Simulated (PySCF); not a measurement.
[Mo(Cl)6] (charge 0, multiplicity 1)

Computed with TPSSh-D3(BJ)/def2-TZVP // PBE-D3(BJ)/def2-SVP (PySCF).

```json
{
 "HOMO": "-8.49 eV",
 "dipole_moment": "0.000 e·Å",
 "HOMO–LUMO gap": "2.27 eV",
 "LUMO": "-6.22 eV",
 "charge on the central atom (Mulliken)": "0.78 e",
 "total_energy": "-2829.7964 Ha",
 "cost": "around 8 core-minutes (rough)"
}
```

Bonded distances (Å): Mo1–Cl2 2.315, Mo1–Cl3 2.315, Mo1–Cl4 2.315, Mo1–Cl5 2.315, Mo1–Cl6 2.315, Mo1–Cl7 2.315. Angles (°): Cl2–Mo1–Cl3 180.0, Cl2–Mo1–Cl4 90.0, Cl2–Mo1–Cl5 90.0, Cl2–Mo1–Cl6 90.0, Cl2–Mo1–Cl7 90.0, Cl3–Mo1–Cl4 90.0, Cl3–Mo1–Cl5 90.0, Cl3–Mo1–Cl6 90.0, Cl3–Mo1–Cl7 90.0, Cl4–Mo1–Cl5 90.0, Cl4–Mo1–Cl6 90.0, Cl4–Mo1–Cl7 180.0, Cl5–Mo1–Cl6 180.0, Cl5–Mo1–Cl7 90.0, Cl6–Mo1–Cl7 90.0.
Charge 0, spin multiplicity 1.
